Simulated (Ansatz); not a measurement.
Consider the ligand exchange at the Si–C bond: `[SiH3]/C=C(\[SiH3])Cl` + `B1CN1` → `[SiH3]N1BC1` + `[SiH3]/C=C/Cl`.

Isolated molecules relaxed with PBE0-D4/def2-TZVP in Ansatz; ΔE leaves out vibrations. CCSD(T)/CBS adds triple-zeta CCSD(T) − MP2 to the extrapolated MP2 energy (def2 sets, frozen cores). This one scheme is used for every species. Double bonds are as drawn, so ΔE can hold a change between cis and trans. Functionals use def2-TZVPP. B3LYP here is the variant with VWN-RPA as its local correlation; programs differ in this.

```tsv
level	ΔE (kcal/mol)	difference from CCSD(T)/CBS
PBE-D4	-16.0	2.4
r2SCAN-D4	-18.4	0.0
PBE0-D4	-17.2	1.2
B3LYP-D4	-18.5	-0.1
ωB97X-V	-18.5	-0.1
ωB97M-V	-18.2	0.2
B2PLYP	-19.9	-1.5
PBE	-17.0	1.4
r2SCAN	-18.6	-0.2
PBE0	-18.1	0.3
B3LYP	-20.1	-1.7
HF/def2-TZVPP	-24.3	-5.9
MP2/def2-TZVPP	-19.3	-0.9
SCS-MP2/def2-TZVPP	-20.1	-1.7
CCSD/def2-TZVPP	-19.7	-1.3
CCSD(T)/def2-TZVPP	-18.8	-0.4
HF/def2-QZVPP	-24.5	-6.1
MP2/def2-QZVPP	-19.1	-0.7
SCS-MP2/def2-QZVPP	-19.9	-1.5
HF/CBS(def2)	-24.5	-6.1
MP2/CBS(def2)	-18.8	-0.4
CCSD/CBS(def2)	-19.2	-0.8
CCSD(T)/CBS	-18.4	0
```

Largest T1 diagnostic among the species: 0.013.

In def2-TZVPP, CCSD(T) changes the Hartree–Fock value by +5.5 kcal/mol (the triples alone add +0.9 kcal/mol) and MP2 by +5.0 kcal/mol. The D4 term adds +1.6 kcal/mol with B3LYP and +0.9 kcal/mol with PBE0; it sums over pairs of atoms, weighted by their polarisabilities, and B3LYP, whose exchange is more repulsive, gets the larger term.
